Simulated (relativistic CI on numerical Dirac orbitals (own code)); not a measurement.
## Pt⁴⁺: sensitivity of the levels to the model

Base calculation: Dirac-Coulomb-Breit CI, KLI orbitals optimised for each configuration, model QED, valence Slater integrals scaled by 0.85, P86 correlation energy added to each configuration.

CI space (outside the closed core [Kr] 4d10 4f14): 5s2 5p6 5d6, 5s2 5p6 5d5 6s, 5s2 5p6 5d5 6p, 5s2 5p6 5d5 5f, 5s2 5p6 5d5 5g, 5s2 5p6 5d5 7s, 5s2 5p6 5d4 6s 6p, 5s2 5p6 5d5 6d, 5s2 5p5 5d7, 5s2 5p6 5d5 7p, 5s2 5p6 5d5 7d, 5s 5p6 5d7, 5s2 5p6 5d4 6s2, 5s2 5p6 5d3 6s2 6p, 5s2 5p6 5d3 5f 6s2, 5s2 5p6 5d3 5g 6s2, 5s2 5p6 5d3 6s2 7s, 5s2 5p6 5d3 6s2 6d. Double excitations out of closed p, d and f shells are left out; levels of such configurations are missing from the list, as are those of other unlisted configurations, and high levels can miss mixing partners.

The lowest level and the first level of each name with at least 55 % of one term (blank where a level has no safe partner in the second run):

```tsv
Level	Base (cm⁻¹)	Shift (cm⁻¹)
5s2 5p6 5d6 5D_4	0.0	0.0
5s2 5p6 5d6 5D_2	5845.7	-0.7
5s2 5p6 5d6 5D_3	7064.6	+0.1
5s2 5p6 5d6 5D_1	10102.7	-0.1
5s2 5p6 5d6 5D_0	10184.7	-0.4
5s2 5p6 5d6 3H_6	21090.2	-0.3
5s2 5p6 5d6 3F_2	24972.3	-1.7
5s2 5p6 5d6 1S_0	29102.5	-5.0
5s2 5p6 5d6 3D_1	30942.8	-4.4
5s2 5p6 5d6 3G_4	31987.5	-2.5
5s2 5p6 5d6 3D_2	32159.1	-3.9
5s2 5p6 5d6 3D_3	34179.6	-4.3
5s2 5p6 5d6 3G_3	35505.2	-3.0
5s2 5p6 5d6 1I_6	37370.3	-0.6
5s2 5p6 5d6 3P_0	38470.3	-1.4
5s2 5p6 5d6 3P_1	39620.3	-2.3
5s2 5p6 5d6 1F_3	40572.3	-3.4
5s2 5p6 5d6 1G_4	43142.1	-3.6
5s2 5p6 5d6 1D_2	44547.9	-2.2
5s2 5p6 5d6 3F_4	53252.7	-2.5
5s2 5p6 5d6 3P_2	60487.2	-3.1
5s2 5p6 5d5 6s 7S_3	69284.7	-362.8
```

At this charge configurations can still be misplaced by up to about 7 % of their energy. Levels and lines within the n = 5 or 6 shells can be off by up to 10 % or somewhat more, and those that change n by about 2 %, since core polarisation is missing.

(1) One thing was changed in a second run, which moved the levels as shown. Which?
A. Slater integrals left unscaled
B. non-relativistic limit
C. QED terms removed
D. Breit term removed
E. self-excluded LDA correlation estimate
F. configuration mixing switched off
G. one mean potential for all configurations

Results:

(1) E. Self-excluded LDA correlation estimate. A correlation estimate moves all levels of a configuration together before mixing; mixed levels move by a weighted share.

LS names give the leading component of a level, which can be under half, so a name can repeat, a term be missing and a line seem to break the LS rules.
